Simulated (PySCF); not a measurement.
The isolated species B2Cl4H4P2 ((Cl2B-mu-PH2)2) is ionised with synchrotron light (hν = 700.0 eV). Calculated photoelectron kinetic energies of its computed core levels, recoil neglected:

```csv
line,kinetic energy (eV)
1,562.26
2,561.37
3,502.27
4,494.22
5,492.57
```

Theory: delta-SCF UKS SCAN, pcX-2 on the ionised atom, pcseg-1 elsewhere, spin-free X2C (PySCF).

Problem. Which element, shell and site does each line come from? Bonds: B1–Cl2, B1–Cl3, B1–P4, B1–P8, P4–B5, B5–Cl6, B5–Cl7, B5–P8. Hydrogens: H9, H10 on P4; H11, H12 on P8.

Solution. Against the vacuum level, binding energy = hν − kinetic energy.

```json
{"line": "1", "binding energy (eV)": "137.74", "level": "P 2p3/2", "atoms": "P4/P8", "environment": "phosphorus bonded to 2 B and 2 H"}
{"line": "2", "binding energy (eV)": "138.63", "level": "P 2p1/2", "atoms": "P4/P8", "environment": "phosphorus bonded to 2 B and 2 H"}
{"line": "3", "binding energy (eV)": "197.73", "level": "B 1s", "atoms": "B1/B5", "environment": "boron bonded to 2 Cl and 2 P"}
{"line": "4", "binding energy (eV)": "205.78", "level": "Cl 2p3/2", "atoms": "Cl2/Cl3/Cl6/Cl7", "environment": "chlorine bonded to B"}
{"line": "5", "binding energy (eV)": "207.43", "level": "Cl 2p1/2", "atoms": "Cl2/Cl3/Cl6/Cl7", "environment": "chlorine bonded to B"}
```

Out of reach at this photon energy: P 1s (2151.3 eV), Cl 1s (2828.4 eV).

Problem. Where does line 1 move with hν = 1486.6 eV?

Solution. To 1486.6 − 137.74 = 1348.86 eV; every photoline shifts by the change in photon energy, +786.6 eV.

Problem. Express the binding energy of P 2p3/2 of P4/P8 in atomic units and per mole.

Solution. 137.74 eV = 5.0619 Eh = 13290 kJ/mol.

Other core shells, valence and Auger electrons aren't listed. One atom of each set of topologically equivalent atoms was ionised and stands for the set; in this conformer not all members are related by symmetry, and their own values weren't computed. Spin–orbit coupling isn't in the SCF: each 2p doublet comes from a relaxed spin-free hole plus a matrix of the shell (mean-field spin–orbit coupling and the ground-state 2p splitting), with 2p3/2 averaged over its two sublevels. 2p1/2 minus 2p3/2 (ligand field included): Cl 1.65 eV, P 0.89 eV. Isolated species at its PBE0-D3(BJ)/def2-SVP geometry (one conformer only).
